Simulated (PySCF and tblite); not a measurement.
C₃H₄BrF₃, numbered as in [F:1][C:2]([F:3])([F:4])[CH2:5][CH2:6][Br:7].

Geometries PBE0-D3(BJ)/def2-SVP; weights from PBE0-D3(BJ)/def2-TZVP energies and GFN2-xTB thermal corrections, with symmetry numbers and mirror pairs. Conformers within 4 kcal/mol (GFN2-xTB free energy) were kept, 7 at most. Couplings: B3LYP/pcSseg-1 with pcJ-1 on H, F (gas phase; spin-dipole term only for pairs with B, N, F, Si or P). Couplings are for ¹⁹F, ¹H; a prime marks the second kind of pair between the same two sets of atoms. Programs: PySCF with density fitting and tblite.

Torsions listed: C2–C5–C6–Br7. Of a mirror pair one member is shown.

```csv
conformer,shape,weight %
1,180°,90.2
2,-72°,9.8
```

Give the couplings in each conformer and the averages at 298.15 K (pairs that fast motion interchanges averaged).


| coupling | pairs | 1 | 2 | average (Hz) |
| --- | --- | --- | --- | --- |
| ³J(F1,H5) | 6 | 9.6 | 9.0 | 9.6 |
| ²J(H5,H5) | 1 | -15.3 | -17.1 | -15.4 |
| ³J(H5,H6) | 2 | 15.8 | 2.8 | 14.5 |
| ³J(H5,H6′) | 2 | 5.5 | 10.5 | 6.0 |
| ²J(H6,H6) | 1 | -11.3 | -12.8 | -11.4 |

Spin–orbit effects of the heavy atoms on shieldings are missing.

Computed couplings to fluorine can be off by tens of per cent at such levels.

F–F couplings are left out: such levels miss them by tens of Hz and can give the wrong sign.
